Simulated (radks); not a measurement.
Results of a calculation; reference values are marked as such.
Isoelectronic series with 17 electrons, each ion in its NIST ground configuration. Level of theory: scalar-relativistic Kohn-Sham, SCAN, spin-polarised, spherical densities, finite nucleus; open shells are filled with parallel spins first (spin-orbit coupling, left out, can overturn this in heavy ions); meta-GGA in the generalised Kohn-Sham scheme; Fermi nuclear charge, rms radius of each element as measured or else 0.836 A^(1/3) + 0.57 fm (a radial shooting solver on a logarithmic mesh with Libxc functionals). Total energies (hartree) and orbital eigenvalues (hartree):

ion    configuration  E (hartree)    3p down      3p up    3s down
Cl      [Ne] 3s2 3p5   -461.66415   -0.30483   -0.34755   -0.76962
Ca3+    [Ne] 3s2 3p5   -678.06823   -2.18076   -2.24747   -2.93813
V6+     [Ne] 3s2 3p5   -938.66733   -5.14466   -5.23397   -6.20594
Fe9+    [Ne] 3s2 3p5  -1243.69021   -9.14920   -9.26057  -10.52845
Cu12+   [Ne] 3s2 3p5  -1593.50154  -14.18270  -14.31591  -15.89888
Ge15+   [Ne] 3s2 3p5  -1988.55256  -20.24305  -20.39800  -22.32108
Br18+   [Ne] 3s2 3p5  -2429.37297  -27.33236  -27.50902  -29.80414
Sr21+   [Ne] 3s2 3p5  -2916.56475  -35.45509  -35.65347  -38.36060
Nb24+   [Ne] 3s2 3p5  -3450.80901  -44.61734  -44.83745  -48.00584
Ru27+   [Ne] 3s2 3p5  -4032.86091  -54.82647  -55.06836  -58.75783
Ag30+   [Ne] 3s2 3p5  -4663.57181  -66.09099  -66.35472  -70.63728
Sn33+   [Ne] 3s2 3p5  -5343.87467  -78.42043  -78.70607  -83.66754
I36+    [Ne] 3s2 3p5  -6074.80536  -91.82535  -92.13298  -97.87492
Ba39+   [Ne] 3s2 3p5   -6857.5104  -106.3173  -106.6470  -113.2889
Pr42+   [Ne] 3s2 3p5   -7693.2559  -121.9087  -122.2606  -129.9425
Sm45+   [Ne] 3s2 3p5   -8583.3978  -138.6133  -138.9875  -147.8720
Tb48+   [Ne] 3s2 3p5   -9529.5533  -156.4455  -156.8421  -167.1194
Er51+   [Ne] 3s2 3p5  -10533.2971  -175.4209  -175.8401  -187.7288
Lu54+   [Ne] 3s2 3p5  -11596.5820  -195.5563  -195.9983  -209.7524
W57+    [Ne] 3s2 3p5  -12721.5610  -216.8695  -217.3343  -233.2484
